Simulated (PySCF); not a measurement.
# How methods differ on the ionisation energy of Sn

Sn [Kr] 4d10 5s2 5p2 (3P) → Sn+ [Kr] 4d10 5s2 5p1 (2P), as a difference of total energies. Computed with PySCF 2.14 in cc-pVDZ-PP with ECP28MDF, with scalar relativity through the core potential. Correlated levels: valence: 4s2 4p6 4d10 frozen. The calculations carry no spin-orbit coupling.

| method | ionisation energy (eV) | error (eV) |
| --- | --- | --- |
| UHF | 6.858 | -0.531 |
| B3LYP | 7.260 | -0.129 |
| MN15 | 7.312 | -0.077 |
| MP2 (valence) | 7.071 | -0.318 |
| SCS-MP2 (valence) | 7.017 | -0.372 |
| CCSD (valence) | 7.095 | -0.294 |
| CCSD(T) (valence) | 7.101 | -0.288 |

Reference: 7.389 eV (measured; NIST levels, between the centres of gravity of the two terms).

Errors of the correlated levels include the incompleteness of this basis and the frozen core.
